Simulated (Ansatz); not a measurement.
Geometry optimisation, Ansatz, RKS PBE0-D4/6-31G*.

The input (input.yaml):

```yaml
crystal:
  periodic: [false, false, false]
  atoms:
    - { symbol: B, position_ang: [-0.1507, -0.426653, -0.469814] }
    - { symbol: C, position_ang: [0.023527, -0.250483, 2.329579] }
    - { symbol: H, position_ang: [-0.955256, 0.224256, 2.431284] }
    - { symbol: H, position_ang: [0.42807, -0.459107, 3.323766] }
    - { symbol: H, position_ang: [0.703407, 0.425731, 1.805952] }
    - { symbol: O, position_ang: [1.020842, 0.127077, -0.847121] }
    - { symbol: H, position_ang: [1.724719, -0.534728, -0.906566] }
    - { symbol: H, position_ang: [-1.120403, 0.259732, -0.373134] }
    - { symbol: F, position_ang: [-0.235345, -1.741, -0.277567] }
    - { symbol: H, position_ang: [-0.08386, -1.194124, 1.77382] }
basis:
  gaussian: { orbitals: "6-31G*" }
hamiltonian:
  xc: pbe0
  dispersion: d4
relax:
  f_tol: 0.03
  max_steps: 50
```

Command:

```bash
$ ansatz run input.yaml --threads 1 --pin off --max-ram 2048MiB --backend cpu --events-out ev --progress --plain --runs-dir out
```

Q: Where does it end, and by what steps?

A: The run converged. The force dipped under the threshold on the way, but the program's further checks kept it going. After 49 steps the energy has fallen by 0.151 eV; H8 moved furthest, 2.24 Å.

```json
{"step": "0", "energy less start (eV)": "0.0000", "largest force component (eV/Å)": "0.395", "accepted": "yes"}
{"step": "2", "energy less start (eV)": "-0.1059", "largest force component (eV/Å)": "0.426", "accepted": "yes"}
{"step": "4", "energy less start (eV)": "-0.1147", "largest force component (eV/Å)": "0.120", "accepted": "yes"}
{"step": "6", "energy less start (eV)": "-0.1170", "largest force component (eV/Å)": "0.046", "accepted": "yes"}
{"step": "8", "energy less start (eV)": "-0.1168", "largest force component (eV/Å)": "0.220", "accepted": "no"}
{"step": "10", "energy less start (eV)": "-0.1164", "largest force component (eV/Å)": "0.243", "accepted": "no"}
{"step": "12", "energy less start (eV)": "-0.1197", "largest force component (eV/Å)": "0.046", "accepted": "yes"}
{"step": "14", "energy less start (eV)": "-0.1205", "largest force component (eV/Å)": "0.080", "accepted": "yes"}
{"step": "16", "energy less start (eV)": "-0.1205", "largest force component (eV/Å)": "0.155", "accepted": "no"}
{"step": "18", "energy less start (eV)": "-0.1225", "largest force component (eV/Å)": "0.040", "accepted": "yes"}
{"step": "20", "energy less start (eV)": "-0.1227", "largest force component (eV/Å)": "0.013", "accepted": "yes"}
{"step": "22", "energy less start (eV)": "-0.1236", "largest force component (eV/Å)": "0.145", "accepted": "yes"}
{"step": "24", "energy less start (eV)": "-0.1241", "largest force component (eV/Å)": "0.186", "accepted": "no"}
{"step": "26", "energy less start (eV)": "-0.1259", "largest force component (eV/Å)": "0.056", "accepted": "yes"}
{"step": "28", "energy less start (eV)": "-0.1267", "largest force component (eV/Å)": "0.048", "accepted": "yes"}
{"step": "30", "energy less start (eV)": "-0.1277", "largest force component (eV/Å)": "0.117", "accepted": "yes"}
{"step": "32", "energy less start (eV)": "-0.1291", "largest force component (eV/Å)": "0.043", "accepted": "yes"}
{"step": "34", "energy less start (eV)": "-0.1303", "largest force component (eV/Å)": "0.209", "accepted": "yes"}
{"step": "36", "energy less start (eV)": "-0.1334", "largest force component (eV/Å)": "0.122", "accepted": "yes"}
{"step": "38", "energy less start (eV)": "-0.1308", "largest force component (eV/Å)": "0.524", "accepted": "no"}
{"step": "40", "energy less start (eV)": "-0.1390", "largest force component (eV/Å)": "0.167", "accepted": "yes"}
{"step": "42", "energy less start (eV)": "-0.1425", "largest force component (eV/Å)": "0.131", "accepted": "yes"}
{"step": "44", "energy less start (eV)": "-0.1449", "largest force component (eV/Å)": "0.021", "accepted": "yes"}
{"step": "46", "energy less start (eV)": "-0.1472", "largest force component (eV/Å)": "0.238", "accepted": "yes"}
{"step": "48", "energy less start (eV)": "-0.1500", "largest force component (eV/Å)": "0.032", "accepted": "yes"}
{"step": "49", "energy less start (eV)": "-0.1507", "largest force component (eV/Å)": "0.028", "accepted": "yes"}
```

```xyz
10
Properties=species:S:1:pos:R:3
B -0.151 -0.576 -1.217
C 0.192 -0.225 2.640
H -0.180 -0.237 3.667
H 1.210 -0.628 2.632
H 0.194 0.807 2.277
O 0.899 0.053 -0.658
H 0.977 -0.133 0.290
H -0.384 -0.431 -2.378
F -0.942 -1.360 -0.476
H -0.460 -0.839 2.014
```

Whether the end is a true minimum wasn't checked by a vibrational analysis.

Run time: 2.4 min on 1 thread of Arm Neoverse V1 (shared host), peak memory 0.16 GiB.
